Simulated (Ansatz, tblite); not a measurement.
Cost and result up the ladder for [TaO2Cl2]- (TaCl2O2⁻) (5 atoms). The state is a singlet with charge -1. Geometry: PBE-D4/def2-SVPD.

```xyz
5

Ta    0.097   -0.026    0.005
O     1.440    0.709   -0.890
O     0.802   -1.312    1.003
Cl   -1.449   -1.009   -1.565
Cl   -0.889    1.637    1.448
```

Ansatz on 4 threads of Arm Neoverse V2 on a shared host; xTB runs through tblite on one thread. Times are rough, summed over both states, and most runs start from the orbitals of an earlier one. PBE0-D4/def2-TZVPD serves as the yardstick here, not as an exact answer. The other state is a triplet.

In the def2 sets Ta takes a core potential; there is no spin–orbit coupling. The xTB rows come from tblite.

xTB has no spin-polarisation term.

```
                           level  functions  wall time
                        GFN2-xTB         35    0.009 s
                        GFN1-xTB         35     0.01 s
               PBE-D4/def2-TZVPD        215      8.5 s
PBE0-D4/def2-TZVPD (with forces)        215       16 s
            r2SCAN-D4/def2-TZVPD        215       17 s
```

Question: Estimate what each level gives for the vertical triplet (eV).

Answer: 
```tsv
level	vertical triplet (eV)	difference from PBE0-D4/def2-TZVPD (eV)	remarks
GFN2-xTB	3.85	-0.42	–
GFN1-xTB	4.53	0.25	–
PBE-D4/def2-TZVPD	4.34	0.07	HOMO above zero (triplet)
PBE0-D4/def2-TZVPD (with forces)	4.27	0.00	HOMO above zero (triplet)
r2SCAN-D4/def2-TZVPD	4.33	0.06	HOMO above zero (triplet)
```
